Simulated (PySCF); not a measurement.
Computed data sheet: `CP1(=N)CCSCC1`

Species: C5H12NPS.
Atom-mapped SMILES: `[CH3:1][P:2]1(=[NH:3])[CH2:4][CH2:5][S:6][CH2:7][CH2:8]1` (hydrogens: H9, H10, H11 on C1; H12 on N3; H13, H14 on C4; H15, H16 on C5; H17, H18 on C7; H19, H20 on C8)

Cartesian coordinates in Å at the PBE0-D3(BJ)/def2-SVP level; atoms count from 1:
```xyz
20
C5H12NPS angstrom
C     -2.148   -0.211   -1.108
P     -0.718   -0.427    0.009
N     -0.761   -1.549    1.111
C     -0.347    1.288    0.576
C      0.973    1.296    1.337
S      2.415    0.948    0.287
C      2.001   -0.732   -0.270
C      0.702   -0.811   -1.063
H     -1.936    0.508   -1.914
H     -3.012    0.143   -0.526
H     -2.400   -1.191   -1.540
H     -1.480   -1.431    1.822
H     -0.312    1.980   -0.282
H     -1.175    1.601    1.237
H      0.935    0.560    2.156
H      1.173    2.284    1.778
H      1.943   -1.408    0.598
H      2.857   -1.042   -0.889
H      0.540   -1.839   -1.427
H      0.721   -0.125   -1.925
```

Some functional groups and rings: sulfide.

**PBE0-D3(BJ)/def2-SVP geometry optimisation, gas phase (PySCF)**

* Point group: C1
* Rotational constants A, B, C: 2.462, 1.087, 0.981 GHz

wB97X-D/def2-SVPD ground state, ΔSCF and vertical TDDFT (core frozen in the response) (PySCF):

- Dipole moment: 3.31 D
- HOMO energy: -8.11 eV
- LUMO energy: 2.01 eV
- HOMO–LUMO gap: 10.12 eV
- Lowest singlet excitation: 5.65 eV (219 nm, f = 0.000)
- Strongest line among the 10 lowest singlet transitions: S2 at 6.05 eV (205 nm, f = 0.051)
- Lowest triplet excitation (Tamm–Dancoff): 5.27 eV
- Static isotropic polarisability: 108.2 au
- Vertical ionisation energy: 8.17 eV
- Electronic spatial extent ⟨r²⟩ about the centre of nuclear charge: 1360 bohr²

From PBE0/pcSseg-1 ground state and GIAO shieldings, non-relativistic (PySCF):

* Lowest Hirshfeld atomic charge: -0.42 e on N3
* Highest Hirshfeld atomic charge: +0.40 e on P2
* 13C chemical shifts (computed TMS as zero) by class: 34.1 (C4/C8), 28.6 (C5/C7), 22.3 (C1) ppm
* 1H chemical shifts (computed TMS as zero) by class: 3.59 (H15/H17), 2.18 (H16/H18), 1.63 (H14/H19), 1.32 (H13/H20), 1.07 (H9/H10/H11), -0.69 (H12) ppm
* Isotropic shieldings of nuclei other than C and H, by class: 230 (N3), 332 (P2), 495 (S6) ppm
* Mayer bond orders between heavy atoms: C1–P2 0.94, P2–N3 1.78, P2–C4 0.87, C4–C5 1.01, C5–S6 1.01, S6–C7 1.00, C7–C8 1.01, C8–P2 0.93

Monoisotopic mass from the formula: 149.0428 u.

No computed singlet falls in the visible range (750 to 380 nm, 1.65 to 3.26 eV); S1 lies 2.39 eV above its blue end. The vertical singlet–triplet gap S1 − T1 is 0.38 eV (TDDFT singlet less Tamm–Dancoff triplet; S1: HOMO−1→LUMO+1, weight 0.61; T1: HOMO−1→LUMO+1, weight 0.54). The dipole equals about 11.0 × 10⁻³⁰ C·m (1 D = 3.33564 × 10⁻³⁰ C·m). The largest Löwdin shares of the HOMO are 0.52 on N3, 0.13 on P2, 0.10 on S6 and 0.06 on C4.

 NMR classes are plain means over equivalent atoms (diastereotopic ones count apart unless rotation or inversion swaps them), as if these changed places fast; in this geometry the members of some classes differ.

One conformer stands for the species.
